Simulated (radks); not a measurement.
Ge+, configuration [Ar] 3d10 4s2 4p0.5 4d0.5 (fractional occupations, a model configuration).

All-electron calculation, Dirac Kohn-Sham, PBEsol, spin-unpolarised, spherical densities, finite nucleus; open shells fill j = l - 1/2 first; Fermi nuclear charge, rms radius 4.0742 fm. Program: a radial shooting solver on a logarithmic mesh with Libxc functionals.

Energy parts (eV):
total: -57060.985
kinetic: 58264.660
electron-nucleus: -137418.355
Hartree: 24207.349
exchange-correlation: -2114.639

Orbitals (lengths in bohr, moments of r in powers of bohr; <r^-3> diverges for s and p1/2):
orbital	occ.	eigenvalue (eV)	<r>	<r^-3>	<r^4>	<1/r>
1s1/2	2	-10960.03	0.04702	-	0.00002280	32.36
2s1/2	2	-1381.334	0.2099	-	0.004702	7.144
2p1/2	2	-1230.286	0.1813	-	0.003299	7.108
2p3/2	4	-1198.452	0.1849	957.9	0.003522	6.914
3s1/2	2	-179.3205	0.6246	-	0.3276	2.291
3p1/2	2	-129.5383	0.6401	-	0.4056	2.164
3p3/2	4	-125.2601	0.6508	129.7	0.4335	2.118
3d3/2	4	-40.8786	0.7308	14.50	1.141	1.791
3d5/2	6	-40.2918	0.7360	14.08	1.176	1.779
4s1/2	2	-21.5368	1.998	-	33.47	0.6565
4p1/2	0.5	-12.8220	2.455	-	82.77	0.5282
4p3/2	0	-12.5564	2.492	8.117	87.72	0.5195
4d3/2	0.5	-3.8135	5.043	0.2486	1565	0.2521
4d5/2	0	-3.8039	5.058	0.2445	1581	0.2513

The highest occupied level is 4d3/2 at -3.814 eV. The configuration is held as typed, so some empty levels lie below it. The density falls to 0.001 e/bohr^3 at r = 4.03 bohr.
